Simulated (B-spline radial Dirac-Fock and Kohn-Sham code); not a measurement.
## Os⁶⁺: scattering cross sections and density moments

System: Os⁶⁺ in the configuration [Xe] 4f14 5d2.

Input file task.json (cfg lists n, l and occupation; rrms is the nuclear radius in fm):

```json
{"items": [{
  "Z": 76,
  "q": 6,
  "cfg": [[1, 0, 2], [2, 0, 2], [2, 1, 6], [3, 0, 2], [3, 1, 6], [3, 2, 10], [4, 0, 2], [4, 1, 6], [4, 2, 10], [4, 3, 14], [5, 0, 2], [5, 1, 6], [5, 2, 2]],
  "A": 192,
  "rrms": 5.4126,
  "do": ["scatter"],
  "s": [0.0, 0.05, 0.07, 0.08, 0.1, 0.13, 0.16, 0.21, 0.26, 0.33, 0.41, 0.52, 0.65, 0.82, 1.03, 1.29, 1.63, 2.05, 2.57, 3.24, 4.07, 5.12, 6.44],
  "pz": [0, 0.1, 0.2, 0.3, 0.4, 0.5, 0.6, 0.8, 1.0, 1.2, 1.4, 1.6, 1.8, 2.0, 2.5, 3.0, 4.0, 5.0, 7.0, 10.0, 15.0, 20.0, 30.0, 40.0, 60.0, 100.0],
  "hv_scatter": [2000, 5000, 8047.8, 10000, 17479.3, 20000, 30000, 1000000]
}]}
```

Run with: `python xray_run.py task.json out`

Model: Dirac-Fock densities. Program: an atomic code on a B-spline grid.

* Sum of ⟨r⟩: 31.67 bohr
* Sum of ⟨r²⟩: 25.90 bohr²
* Sum of ⟨1/r⟩: 566.46 per bohr
* Langevin diamagnetic susceptibility: -20.5 × 10⁻⁶ cm³/mol
* Lamb shielding (α²/3)Σ⟨1/r⟩: 10050 ppm

Coherent scattering is the Thomson cross section weighted by f₀², without anomalous dispersion; incoherent scattering is Klein-Nishina weighted by S. The Lamb formula is the non-relativistic shielding expression. Electron correlation is left out.

```tsv
hν (keV)	coherent (b)	incoherent (b)	incoherent per electron (b)
2	3048	1.407	0.0201
5	2338	5.554	0.0793
8.0478	1718	9.441	0.135
10	1427	11.54	0.165
17.4793	778.9	17.49	0.250
20	659.8	19.01	0.272
30	390.7	23.47	0.335
1000	0.8165	14.64	0.209
```

Incoherent scattering overtakes coherent scattering between 30 and 1000 keV.

Values without a named source are computed, but for edge energies of neutral atoms, which are taken from tables.
